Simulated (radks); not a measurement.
Task: These are the eigenvalues of the occupied orbitals of an atom or ion with whole-number occupations (hartree). All-electron calculation, Dirac Kohn-Sham, PBE, spin-unpolarised, spherical densities, finite nucleus; Fermi nuclear charge, rms radius of each element as measured or else 0.836 A^(1/3) + 0.57 fm. Program: a radial shooting solver on a logarithmic mesh with Libxc functionals.

orbital  eigenvalue
1s1/2     -3050.698
2s1/2     -540.8612
2p1/2     -519.1086
2p3/2     -447.5459
3s1/2     -128.9480
3p1/2     -119.1132
3p3/2     -103.2634
3d3/2     -86.91903
3d5/2     -83.52393
4s1/2     -28.86567
4p1/2     -24.63991
4p3/2     -20.78477
4d3/2     -13.86231
4d5/2     -13.13989
5s1/2      -4.66597
4f5/2      -4.23346
4f7/2      -4.07464
5p1/2      -3.24571
5p3/2      -2.54061
5d3/2      -0.60164
5d5/2      -0.52387
6s1/2      -0.32895
6p1/2      -0.10376

Which element is it, and in what charge state? The configuration may be excited. Open shells, if any, fill j = l - 1/2 first.

Result: Z = 80, mercury, charge 0: Hg in [Xe] 4f13 5d10 6s2 6p1. The list shows which subshells hold electrons but not how many an open one holds; the 1s level, -3050.7 hartree, gives Z - s = 78.1 by -(Z - s)^2/2, which with screening and relativity narrows Z to a few neighbours, and the depths of the outer levels then fix element, charge and occupations together.
